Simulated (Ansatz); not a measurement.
Ansatz (a first-principles code) input (B3LYP-D3(BJ)/def2-TZVP):

Ansatz 0.2 input:
```yaml
crystal:
  periodic: [false, false, false]
  atoms:
    - {symbol: C, position_ang: [-2.18694854, 0.00139280, -0.09965905]}
    - {symbol: C, position_ang: [-1.01554517, 0.13472505, 0.50215939]}
    - {symbol: C, position_ang: [0.18687601, -0.72080933, 0.19186800]}
    - {symbol: C, position_ang: [1.35066914, 0.07601671, -0.19353405]}
    - {symbol: N, position_ang: [2.25909468, 0.71584597, -0.48834425]}
    - {symbol: H, position_ang: [-3.02917926, 0.62671952, 0.16475412]}
    - {symbol: H, position_ang: [-2.34798942, -0.73536315, -0.87815952]}
    - {symbol: H, position_ang: [-0.87406910, 0.88651888, 1.27090471]}
    - {symbol: H, position_ang: [-0.03978057, -1.42309583, -0.61290193]}
    - {symbol: H, position_ang: [0.46704678, -1.31365270, 1.06880666]}
basis:
  gaussian:
    orbitals: def2-TZVP
hamiltonian:
  xc: b3lyp
  dispersion: d3bj
phonons: {temperatures: {t_min: 298.15, t_max: 298.15, t_step: 100}}
```

Output:

```
Functional definition: B3LYP
integrals: 0.08 GiB planned
1095 factors; their error is unknown
mean field: 0.85 GiB planned
mean field evaluation 1: about -5711.1125 eV, gradient 6.5e1 eV
mean field evaluation 2: about -5705.8148 eV, gradient 8.0e1 eV
mean field evaluation 4: about -5720.5711 eV, gradient 4.7e0 eV
mean field evaluation 8: about -5720.6208 eV, gradient 1.6e-1 eV
mean field evaluation 16: about -5720.6089 eV, gradient 3.4e-4 eV
mean field -5720.60890491 eV, -210.2284996874 hartree, gradient 3.1e-5 eV, S^2 0.000000; 0 other end points of the search recorded, 0 dependent functions left out
the calculation of the forces begins
reference -5720.60915084 eV, -210.2285087251 hartree; 18, 18 occupied and 167, 167 virtual orbitals, 1095 factors
these checks for a lower state are left out or cut short: stability, starts, cluster_reference, orbital_swaps, neighbouring_geometries, increment
integrals: 0.08 GiB planned
1095 factors; their error is unknown
mean field: 0.85 GiB planned
mean field -5720.60860436 eV, -210.2284886423 hartree, gradient 2.2e-6 eV, S^2 0.000000; 0 other end points of the search recorded, 0 dependent functions left out
the calculation of the forces begins
reference -5720.60885029 eV, -210.2284976803 hartree; 18, 18 occupied and 167, 167 virtual orbitals, 1095 factors
these checks for a lower state are left out or cut short: stability, starts, cluster_reference, orbital_swaps, neighbouring_geometries, increment
integrals: 0.08 GiB planned
1095 factors; their error is unknown
mean field: 0.85 GiB planned
mean field evaluation 32: about -5720.6087 eV, gradient 6.8e-3 eV
mean field -5720.60873492 eV, -210.2284934405 hartree, gradient 2.2e-6 eV, S^2 0.000000; 0 other end points of the search recorded, 0 dependent functions left out
the calculation of the forces begins
reference -5720.60898085 eV, -210.2285024781 hartree; 18, 18 occupied and 167, 167 virtual orbitals, 1095 factors
these checks for a lower state are left out or cut short: stability, starts, cluster_reference, orbital_swaps, neighbouring_geometries, increment
integrals: 0.08 GiB planned
1095 factors; their error is unknown
mean field: 0.85 GiB planned
mean field -5720.60879063 eV, -210.2284954877 hartree, gradient 2.2e-6 eV, S^2 0.000000; 0 other end points of the search recorded, 0 dependent functions left out
the calculation of the forces begins
reference -5720.60903661 eV, -210.2285045272 hartree; 18, 18 occupied and 167, 167 virtual orbitals, 1095 factors
these checks for a lower state are left out or cut short: stability, starts, cluster_reference, orbital_swaps, neighbouring_geometries, increment
integrals: 0.08 GiB planned
1095 factors; their error is unknown
mean field: 0.85 GiB planned
mean field -5720.60877183 eV, -210.2284947969 hartree, gradient 2.2e-6 eV, S^2 0.000000; 0 other end points of the search recorded, 0 dependent functions left out
the calculation of the forces begins
reference -5720.60901771 eV, -210.2285038330 hartree; 18, 18 occupied and 167, 167 virtual orbitals, 1095 factors
these checks for a lower state are left out or cut short: stability, starts, cluster_reference, orbital_swaps, neighbouring_geometries, increment
integrals: 0.08 GiB planned
1095 factors; their error is unknown
mean field: 0.85 GiB planned
mean field -5720.60876900 eV, -210.2284946930 hartree, gradient 2.2e-6 eV, S^2 0.000000; 0 other end points of the search recorded, 0 dependent functions left out
the calculation of the forces begins
reference -5720.60901495 eV, -210.2285037312 hartree; 18, 18 occupied and 167, 167 virtual orbitals, 1095 factors
these checks for a lower state are left out or cut short: stability, starts, cluster_reference, orbital_swaps, neighbouring_geometries, increment
integrals: 0.08 GiB planned
[...]
integrals: 0.08 GiB planned
1095 factors; their error is unknown
mean field: 0.85 GiB planned
mean field -5720.60886855 eV, -210.2284983511 hartree, gradient 2.2e-6 eV, S^2 0.000000; 0 other end points of the search recorded, 0 dependent functions left out
the calculation of the forces begins
reference -5720.60911452 eV, -210.2285073907 hartree; 18, 18 occupied and 167, 167 virtual orbitals, 1095 factors
these checks for a lower state are left out or cut short: stability, starts, cluster_reference, orbital_swaps, neighbouring_geometries, increment
integrals: 0.08 GiB planned
1095 factors; their error is unknown
mean field: 0.85 GiB planned
mean field evaluation 352: about -5720.6084 eV, gradient 5.3e-1 eV
mean field -5720.60882558 eV, -210.2284967720 hartree, gradient 2.2e-6 eV, S^2 0.000000; 0 other end points of the search recorded, 0 dependent functions left out
the calculation of the forces begins
reference -5720.60907146 eV, -210.2285058080 hartree; 18, 18 occupied and 167, 167 virtual orbitals, 1095 factors
these checks for a lower state are left out or cut short: stability, starts, cluster_reference, orbital_swaps, neighbouring_geometries, increment
integrals: 0.08 GiB planned
1095 factors; their error is unknown
mean field: 0.85 GiB planned
mean field -5720.60888754 eV, -210.2284990491 hartree, gradient 2.2e-6 eV, S^2 0.000000; 0 other end points of the search recorded, 0 dependent functions left out
the calculation of the forces begins
reference -5720.60913346 eV, -210.2285080865 hartree; 18, 18 occupied and 167, 167 virtual orbitals, 1095 factors
these checks for a lower state are left out or cut short: stability, starts, cluster_reference, orbital_swaps, neighbouring_geometries, increment
integrals: 0.08 GiB planned
1095 factors; their error is unknown
mean field: 0.85 GiB planned
mean field -5720.60888122 eV, -210.2284988168 hartree, gradient 2.2e-6 eV, S^2 0.000000; 0 other end points of the search recorded, 0 dependent functions left out
the calculation of the forces begins
reference -5720.60912716 eV, -210.2285078549 hartree; 18, 18 occupied and 167, 167 virtual orbitals, 1095 factors
these checks for a lower state are left out or cut short: stability, starts, cluster_reference, orbital_swaps, neighbouring_geometries, increment
integrals: 0.08 GiB planned
1095 factors; their error is unknown
mean field: 0.85 GiB planned
mean field -5720.60883116 eV, -210.2284969770 hartree, gradient 2.2e-6 eV, S^2 0.000000; 0 other end points of the search recorded, 0 dependent functions left out
the calculation of the forces begins
reference -5720.60907706 eV, -210.2285060140 hartree; 18, 18 occupied and 167, 167 virtual orbitals, 1095 factors
these checks for a lower state are left out or cut short: stability, starts, cluster_reference, orbital_swaps, neighbouring_geometries, increment
integrals: 0.08 GiB planned
1095 factors; their error is unknown
mean field: 0.85 GiB planned
mean field evaluation 384: about -5720.6089 eV, gradient 2.2e-6 eV
mean field -5720.60887821 eV, -210.2284987064 hartree, gradient 2.2e-6 eV, S^2 0.000000; 0 other end points of the search recorded, 0 dependent functions left out
the calculation of the forces begins
reference -5720.60912416 eV, -210.2285077449 hartree; 18, 18 occupied and 167, 167 virtual orbitals, 1095 factors
these checks for a lower state are left out or cut short: stability, starts, cluster_reference, orbital_swaps, neighbouring_geometries, increment
integrals: 0.08 GiB planned
1095 factors; their error is unknown
mean field: 0.85 GiB planned
mean field -5720.60883723 eV, -210.2284972002 hartree, gradient 2.2e-6 eV, S^2 0.000000; 0 other end points of the search recorded, 0 dependent functions left out
the calculation of the forces begins
reference -5720.60908313 eV, -210.2285062369 hartree; 18, 18 occupied and 167, 167 virtual orbitals, 1095 factors
these checks for a lower state are left out or cut short: stability, starts, cluster_reference, orbital_swaps, neighbouring_geometries, increment
integrals: 0.08 GiB planned
1095 factors; their error is unknown
mean field: 0.85 GiB planned
mean field -5720.60884867 eV, -210.2284976205 hartree, gradient 2.2e-6 eV, S^2 0.000000; 0 other end points of the search recorded, 0 dependent functions left out
the calculation of the forces begins
reference -5720.60909462 eV, -210.2285066593 hartree; 18, 18 occupied and 167, 167 virtual orbitals, 1095 factors
these checks for a lower state are left out or cut short: stability, starts, cluster_reference, orbital_swaps, neighbouring_geometries, increment
integrals: 0.08 GiB planned
1095 factors; their error is unknown
mean field: 0.85 GiB planned
mean field -5720.60889528 eV, -210.2284993334 hartree, gradient 2.2e-6 eV, S^2 0.000000; 0 other end points of the search recorded, 0 dependent functions left out
the calculation of the forces begins
reference -5720.60914122 eV, -210.2285083717 hartree; 18, 18 occupied and 167, 167 virtual orbitals, 1095 factors
these checks for a lower state are left out or cut short: stability, starts, cluster_reference, orbital_swaps, neighbouring_geometries, increment
integrals: 0.08 GiB planned
1095 factors; their error is unknown
mean field: 0.85 GiB planned
mean field -5720.60887163 eV, -210.2284984646 hartree, gradient 2.2e-6 eV, S^2 0.000000; 0 other end points of the search recorded, 0 dependent functions left out
the calculation of the forces begins
reference -5720.60911755 eV, -210.2285075018 hartree; 18, 18 occupied and 167, 167 virtual orbitals, 1095 factors
these checks for a lower state are left out or cut short: stability, starts, cluster_reference, orbital_swaps, neighbouring_geometries, increment
integrals: 0.08 GiB planned
1095 factors; their error is unknown
mean field: 0.85 GiB planned
mean field evaluation 416: about -5720.6089 eV, gradient 3.0e-4 eV
mean field -5720.60884588 eV, -210.2284975180 hartree, gradient 2.2e-6 eV, S^2 0.000000; 0 other end points of the search recorded, 0 dependent functions left out
the calculation of the forces begins
reference -5720.60909177 eV, -210.2285065544 hartree; 18, 18 occupied and 167, 167 virtual orbitals, 1095 factors
these checks for a lower state are left out or cut short: stability, starts, cluster_reference, orbital_swaps, neighbouring_geometries, increment
integrals: 0.08 GiB planned
1095 factors; their error is unknown
mean field: 0.85 GiB planned
mean field -5720.60888580 eV, -210.2284989850 hartree, gradient 2.2e-6 eV, S^2 0.000000; 0 other end points of the search recorded, 0 dependent functions left out
the calculation of the forces begins
reference -5720.60913176 eV, -210.2285080242 hartree; 18, 18 occupied and 167, 167 virtual orbitals, 1095 factors
these checks for a lower state are left out or cut short: stability, starts, cluster_reference, orbital_swaps, neighbouring_geometries, increment
integrals: 0.08 GiB planned
1095 factors; their error is unknown
mean field: 0.85 GiB planned
mean field -5720.60884791 eV, -210.2284975927 hartree, gradient 2.2e-6 eV, S^2 0.000000; 0 other end points of the search recorded, 0 dependent functions left out
the calculation of the forces begins
reference -5720.60909390 eV, -210.2285066326 hartree; 18, 18 occupied and 167, 167 virtual orbitals, 1095 factors
these checks for a lower state are left out or cut short: stability, starts, cluster_reference, orbital_swaps, neighbouring_geometries, increment
integrals: 0.08 GiB planned
1095 factors; their error is unknown
mean field: 0.85 GiB planned
mean field -5720.60882310 eV, -210.2284966809 hartree, gradient 2.2e-6 eV, S^2 0.000000; 0 other end points of the search recorded, 0 dependent functions left out
the calculation of the forces begins
reference -5720.60906897 eV, -210.2285057166 hartree; 18, 18 occupied and 167, 167 virtual orbitals, 1095 factors
Total energy: -5720.93501849 eV, -210.2404841407 hartree
Atom 0 at    -2.186949     0.001393    -0.099659 Å, force    -0.000901     0.000333    -0.000109 eV/Å
Atom 1 at    -1.015545     0.134725     0.502159 Å, force     0.001230    -0.000389    -0.000295 eV/Å
Atom 2 at     0.186876    -0.720809     0.191868 Å, force    -0.000382    -0.000053    -0.000237 eV/Å
Atom 3 at     1.350669     0.076017    -0.193534 Å, force     0.000022    -0.000165     0.001137 eV/Å
Atom 4 at     2.259095     0.715846    -0.488344 Å, force     0.000410     0.000328    -0.000330 eV/Å
Atom 5 at    -3.029179     0.626720     0.164754 Å, force    -0.000385     0.000412     0.000219 eV/Å
Atom 6 at    -2.347989    -0.735363    -0.878160 Å, force     0.000473    -0.000636    -0.000358 eV/Å
Atom 7 at    -0.874069     0.886519     1.270905 Å, force    -0.000086    -0.000012     0.000256 eV/Å
Atom 8 at    -0.039781    -1.423096    -0.612902 Å, force    -0.000789    -0.000280     0.000672 eV/Å
Atom 9 at     0.467047    -1.313653     1.068807 Å, force     0.000408     0.000461    -0.000955 eV/Å
Dipole moment:    -0.678021    -0.430348     0.220009 e Å
Vibrations: 87.23 196.81 377.92 411.63 506.10 648.39 901.29 930.88 970.09 973.35 1027.75 1135.41 1249.06 1319.36 1335.65 1456.95 1463.42 1714.51 2359.14 3028.50 3079.18 3141.06 3162.06 3226.93 cm⁻¹, zero-point energy 2.151291 eV
```
